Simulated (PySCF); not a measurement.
C6H11N.
Geometry (PBE0-D3(BJ)/def2-SVP, Å), atoms numbered from 1 in this order:
```
atom  x, y, z in Å
C1     2.0559   -0.2404   -0.2315
C2     0.6474   -0.2396    0.3303
C3    -0.3376   -1.2202   -0.3112
C4    -1.7067   -0.6800    0.1017
C5    -1.5482    0.8346   -0.0285
C6    -0.0789    1.1007    0.2305
N7     0.4000    2.2702    0.3167
H8     2.0500   -0.0037   -1.3073
H9     2.6938    0.5033    0.2725
H10    2.5366   -1.2221   -0.1006
H11    0.6931   -0.4745    1.4126
H12   -0.2298   -1.1761   -1.4103
H13   -0.1667   -2.2645   -0.0089
H14   -2.5338   -1.0870   -0.4976
H15   -1.9062   -0.9500    1.1527
H16   -2.1876    1.4290    0.6397
H17   -1.7714    1.1682   -1.0567
H18    1.4146    2.2313    0.4634
```

Computed with PySCF at wB97X-D/def2-SVPD, non-relativistic, on one gas-phase PBE0-D3(BJ)/def2-SVP geometry that isn't relaxed in the solvent. The solvent is an IEF-PCM continuum (van der Waals radii × 1.2), and excitations are vertical TDDFT with non-equilibrium linear response and a frozen core. Only the electrostatic response of the medium enters.

Gas-phase singlets (H = HOMO, L = LUMO):

```json
{"state": "S1", "E (eV)": "5.331", "λ (nm)": "233", "f": "0.003", "leading configurations": "H→L 89%"}
{"state": "S2", "E (eV)": "7.407", "λ (nm)": "167", "f": "0.032", "leading configurations": "H→L+1 56%, H→L+3 19%"}
{"state": "S3", "E (eV)": "7.699", "λ (nm)": "161", "f": "0.198", "leading configurations": "H-1→L 89%"}
{"state": "S4", "E (eV)": "8.059", "λ (nm)": "154", "f": "0.001", "leading configurations": "H→L+2 62%, H→L+1 14%"}
{"state": "S5", "E (eV)": "8.404", "λ (nm)": "148", "f": "0.009", "leading configurations": "H-1→L+1 41%, H→L+4 14%"}
```

Question: How does the list change in chloroform (ε = 4.711)?

Answer: 
```tsv
state	E (eV)	λ (nm)	f	leading configurations	change by rank (eV)
S1	5.433	228	0.003	H→L 93%	+0.102
S2	7.512	165	0.216	H-1→L 64%, H→L+1 19%	+0.105
S3	7.685	161	0.114	H→L+1 46%, H-1→L 30%	-0.014
S4	8.270	150	0.023	H-2→L 80%	+0.211
S5	8.364	148	0.002	H→L+2 60%, H→L+1 10%	-0.040
```

Question: What are the lowest 5 singlets in water (ε = 78.36)?

Answer: 
```json
{"state": "S1", "E (eV)": "5.487", "λ (nm)": "226", "f": "0.003", "leading configurations": "H→L 94%", "change by rank (eV)": "+0.156"}
{"state": "S2", "E (eV)": "7.536", "λ (nm)": "165", "f": "0.238", "leading configurations": "H-1→L 74%, H→L+1 13%", "change by rank (eV)": "+0.129"}
{"state": "S3", "E (eV)": "7.780", "λ (nm)": "159", "f": "0.076", "leading configurations": "H→L+1 56%, H-1→L 19%", "change by rank (eV)": "+0.081"}
{"state": "S4", "E (eV)": "8.188", "λ (nm)": "151", "f": "0.027", "leading configurations": "H-2→L 86%", "change by rank (eV)": "+0.129"}
{"state": "S5", "E (eV)": "8.375", "λ (nm)": "148", "f": "0.018", "leading configurations": "H-3→L 86%", "change by rank (eV)": "-0.029"}
```

Question: The ground-state energy changes by -0.260 eV from gas to water. By how much does the total energy of gas-phase S1 change?

Answer: E(S1) = E(S0) + excitation energy, so it changes by -0.260 + 0.156 = -0.104 eV: it is lowered less than the ground state, which is what a blue shift means. This is the vertical state, with the slow part of the continuum still set for S0.

Question: How do the frontier levels move from gas to water?

Answer: 
```tsv
orbital	gas (eV)	solvent (eV)	change (eV)
LUMO+2	2.70	2.97	+0.27
LUMO+1	2.40	2.62	+0.22
LUMO	1.72	1.69	-0.03
HOMO	-9.09	-9.33	-0.24
HOMO-1	-10.16	-10.28	-0.12
HOMO-2	-11.23	-10.95	+0.28
HOMO-3	-11.50	-11.24	+0.26
```

The HOMO–LUMO gap goes from 10.81 to 11.02 eV.

Note: wB97X-D ran without an empirical dispersion term, which enters the total energy and its gradient alone.
